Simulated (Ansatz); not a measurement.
Start from `N[SiH](O)F` and change one element to get `[NH2][SnH]([OH])[F]`.

Ansatz, PBE0-D4/def2-TZVP geometries, multiplicity 1. Each molecule was computed in one conformer, which needn't be the lowest.

Elements past krypton have def2 core potentials.

```csv
property,`N[SiH](O)F`
HOMO–LUMO gap (PBE0/def2-TZVPP) / eV,8.73
size of the dipole moment (B3LYP/def2-TZVPP) / D,2.54
LUMO energy (ωB97M-V/def2-TZVPP) / eV,2.19
size of the dipole moment (ωB97M-V/def2-TZVPP) / D,2.55
LUMO energy (B3LYP/def2-TZVPP) / eV,0.39
HOMO energy (PBE0/def2-TZVPP) / eV,-7.95
```

(1) What does the change do to each property? (Estimate.)

## Answers

(1) Ansatz gave: 
```tsv
property	`[NH2][SnH]([OH])[F]`	shift
HOMO–LUMO gap (PBE0/def2-TZVPP) / eV	7.25	-1.48
size of the dipole moment (B3LYP/def2-TZVPP) / D	1.30	-1.24
LUMO energy (ωB97M-V/def2-TZVPP) / eV	1.06	-1.13
size of the dipole moment (ωB97M-V/def2-TZVPP) / D	1.30	-1.25
LUMO energy (B3LYP/def2-TZVPP) / eV	-1.17	-1.56
HOMO energy (PBE0/def2-TZVPP) / eV	-8.05	-0.10
```

With PBE0 the HOMO falls by 0.10 eV and the LUMO falls by 1.58 eV, so the gap narrows by about 1.48 eV. PBE moves the HOMO by -0.09 eV and ωB97M-V by -0.10 eV. Dipoles are sizes alone; their direction can turn.

B3LYP here is the variant with VWN-RPA as its local correlation; programs differ in this.
